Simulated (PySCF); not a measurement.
C$_{2}$H$_{5}$O, charge -1, singlet, geometry from GFN2-xTB (in this run its highest filled SCF level lies above zero, so its values depend strongly on the basis, on diffuse functions most of all); M062X/3-21G in PySCF.

PySCF was given this input:
```python
from pyscf import gto, scf, dft

mol = gto.Mole()
mol.atom = '''
    C     1.11701280   -0.45538201    0.16584940
    C     0.08054857    0.68537464    0.06351505
    O    -1.26679294    0.00053142   -0.21741353
    H    -1.54067912   -0.29799928    0.65522787
    H     0.27418481    1.16455386   -0.94448532
    H     2.12245125   -0.01877928    0.23543440
    H     0.95379974   -1.03911597    1.08571755
    H     1.13921864   -1.19286638   -0.66877288
'''
mol.basis = '3-21g'
mol.charge = -1
mol.verbose = 4
mol.build()

mf = dft.RKS(mol)
mf.xc = 'm062x'
mf.grids.prune = dft.gen_grid.treutler_prune
mf.kernel()
```

What the program printed (banner, timings and long lists left out):

```
PySCF version 2.14.0

[INPUT] verbose = 4
[INPUT] num. atoms = 8
[INPUT] num. electrons = 26
[INPUT] charge = -1
[INPUT] spin (= nelec alpha-beta = 2S) = 0
[INPUT] symmetry False subgroup None
[INPUT] Mole.unit = angstrom
[INPUT] Symbol           X                Y                Z      unit          X                Y                Z       unit  Magmom
[INPUT]  1 C      1.117012800000  -0.455382010000   0.165849400000 AA    2.110848269634  -0.860547280954   0.313409943923 Bohr   0.0
[INPUT]  2 C      0.080548570000   0.685374640000   0.063515050000 AA    0.152214737025   1.295170362322   0.120026049288 Bohr   0.0
[INPUT]  3 O     -1.266792940000   0.000531420000  -0.217413530000 AA   -2.393891713133   0.001004238257  -0.410852027475 Bohr   0.0
[INPUT]  4 H     -1.540679120000  -0.297999280000   0.655227870000 AA   -2.911461582636  -0.563137024518   1.238201223482 Bohr   0.0
[INPUT]  5 H      0.274184810000   1.164553860000  -0.944485320000 AA    0.518134198416   2.200687852705  -1.784818583472 Bohr   0.0
[INPUT]  6 H      2.122451250000  -0.018779280000   0.235434400000 AA    4.010851575241  -0.035487696017   0.444906536301 Bohr   0.0
[INPUT]  7 H      0.953799740000  -1.039115970000   1.085717550000 AA    1.802420286281  -1.963644594962   2.051708818134 Bohr   0.0
[INPUT]  8 H      1.139218640000  -1.192866380000  -0.668772880000 AA    2.152811225599  -2.254190761401  -1.263797582737 Bohr   0.0

nuclear repulsion = 72.1472498905494
number of shells = 25
number of NR pGTOs = 60
number of NR cGTOs = 37
basis = 3-21g
ecp = {}

******** <class 'pyscf.dft.rks.RKS'> ********
method = RKS
initial guess = minao
damping factor = 0
level_shift factor = 0
DIIS = <class 'pyscf.scf.diis.CDIIS'>
diis_start_cycle = 1
diis_space = 8
diis_damp = 0
SCF conv_tol = 1e-09
SCF conv_tol_grad = None
SCF max_cycles = 50
direct_scf = True
direct_scf_tol = 1e-13
XC library pyscf.dft.libxc version 7.1.2
    S. Lehtola, C. Steigemann, M. J. T. Oliveira, and M. A. L. Marques,  SoftwareX 7, 1–5 (2018)
XC functionals = m062x
    Y. Zhao and D. G. Truhlar,  Theor. Chem. Acc. 120, 215 (2008)
    Y. Zhao and D. G. Truhlar,  Theor. Chem. Acc. 120, 215 (2008)
radial grids:
    Treutler-Ahlrichs [JCP 102, 346 (1995); DOI:10.1063/1.469408] (M4) radial grids

becke partition: Becke, JCP 88, 2547 (1988); DOI:10.1063/1.454033
pruning grids: <function treutler_prune>
grids dens level: 3
symmetrized grids: False
atomic radii adjust function: <function treutler_atomic_radii_adjust>
small_rho_cutoff = 0
Set gradient conv threshold to 3.16228e-05
Initial guess from minao.
tot grids = 78400
init E= -153.340855045578
  HOMO = -0.18541365385749  LUMO = 0.0772899817783395  gap/eV = 7.14853
cycle= 1 E= -153.299686233324  delta_E= 0.0412  |g|= 0.609  |ddm|= 2.49
  HOMO = 0.16949501491144  LUMO = 0.396767927574954  gap/eV = 6.18441
cycle= 2 E= -153.321495899895  delta_E= -0.0218  |g|= 0.611  |ddm|= 1.36
  HOMO = 0.100041072687155  LUMO = 0.383240907161557  gap/eV = 7.70626
cycle= 3 E= -153.384866432526  delta_E= -0.0634  |g|= 0.0516  |ddm|= 0.606
  HOMO = 0.0821806662147968  LUMO = 0.382287042168837  gap/eV = 8.16631
cycle= 4 E= -153.385392221509  delta_E= -0.000526  |g|= 0.0286  |ddm|= 0.0858
  HOMO = 0.0855205289585919  LUMO = 0.383728769838774  gap/eV = 8.11466
cycle= 5 E= -153.385594503937  delta_E= -0.000202  |g|= 0.00192  |ddm|= 0.0431
  HOMO = 0.0853513872661589  LUMO = 0.383355692934816  gap/eV = 8.10911
cycle= 6 E= -153.385598257108  delta_E= -3.75e-06  |g|= 0.000462  |ddm|= 0.0152
  HOMO = 0.0853906266462454  LUMO = 0.383420719156744  gap/eV = 8.10981
cycle= 7 E= -153.385598468232  delta_E= -2.11e-07  |g|= 9.19e-05  |ddm|= 0.00401
  HOMO = 0.0854029795024367  LUMO = 0.383416058863895  gap/eV = 8.10935
cycle= 8 E= -153.385598475186  delta_E= -6.95e-09  |g|= 3.53e-05  |ddm|= 0.000704
  HOMO = 0.0853991424812253  LUMO = 0.383418079875645  gap/eV = 8.10951
cycle= 9 E= -153.385598475584  delta_E= -3.98e-10  |g|= 1.25e-05  |ddm|= 8.68e-05
  HOMO = 0.0854005100531472  LUMO = 0.383416769445791  gap/eV = 8.10944
Extra cycle  E= -153.38559847561  delta_E= -2.63e-11  |g|= 1.07e-05  |ddm|= 3.39e-05
converged SCF energy = -153.38559847561
```
